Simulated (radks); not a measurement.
Yb LVII, configuration [He] 2s2 2p5 3s2 3p2 3d1 (not the ground configuration). Calculated with a radial shooting solver on a logarithmic mesh with Libxc functionals: Dirac Kohn-Sham, HCTH/407, spin-unpolarised, spherical densities, finite nucleus; open shells fill j = l - 1/2 first; Fermi nuclear charge, rms radius 5.3108 fm.

Spin-orbit splittings of the eigenvalues, e(l+1/2) - e(l-1/2), with zeta = 2 splitting/(2l+1) and mean radii in bohr:

shell  occ.  splitting (eV)  zeta (eV)  <r> j=l-1/2  <r> j=l+1/2
2p        5            1088      725.4      0.06743      0.07459
3p        2               ?          ?       0.1849       0.1956
3d        1           70.10      28.04       0.1674       0.1708

Estimate the 3p splitting.

Answer. 287.2 eV (zeta = 191.4 eV).
